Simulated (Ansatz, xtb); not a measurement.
## C3H10OSi3: 5 structures ranked

5 gas-phase structures of C3H10OSi3, from a drawn sample of its isomers (lower ones may exist). Each was relaxed with GFN2-xTB; where two conformers were screened, the lower at r2SCAN-D4/def2-SVP//GFN2-xTB is listed:

A. `CC#C[SiH2][SiH2]O[SiH3]`, a singlet
B. `C#CC[Si@@H]([SiH3])O[SiH3]`, a singlet
C. `C[SiH2]C#C[SiH2]O[SiH3]`, a singlet
D. `C#C[Si@@H](O[SiH3])[SiH2]C`, a singlet
E. `C=C1C[SiH2]O[SiH2][SiH2]1`, a singlet

**Question.** Estimate their order in r2SCAN-D4/def2-SVP//GFN2-xTB energy at these geometries, lowest first.

**Answer.** Calculated order at r2SCAN-D4/def2-SVP//GFN2-xTB: E (0.000), C (0.853), D (1.380), A (1.443), B (1.796) eV.

Energies above the lowest of each column, in eV; the last columns are at r2SCAN-D4/def2-SVP geometries and were run for some of them only (a dash: not run or not comparable):

```tsv
structure	GFN2-xTB	HF/STO-3G	r2SCAN-D4/def2-SVP//GFN2-xTB	r2SCAN-D4/def2-SVP	CCSD(T)/def2-SVP + ΔMP2/def2-TZVPP
E	0.000	0.000	0.000	0.000	0.000
C	0.648	1.002	0.853	0.924	0.521
D	1.236	1.524	1.380	1.358	1.037
A	0.629	1.697	1.443	–	–
B	1.049	2.118	1.796	–	–
```

Every level run on E puts it lowest or level with the lowest. Flexible structures stand in one conformer each, not always the lowest. C keeps a small imaginary mode. Frequencies (GFN2-xTB) were run for C, D, E alone. ΔMP2 is the change of the MP2 energy from the smaller to the larger basis.

Over these structures GFN2-xTB departs from r2SCAN-D4/def2-SVP//GFN2-xTB by 0.319 eV on average once a common shift is removed. A GFN2-xTB relaxation took about 0.16 s and the r2SCAN-D4/def2-SVP//GFN2-xTB energy about 2.3 s on a shared host (Ansatz 0.2.0, xtb 6.7.1).
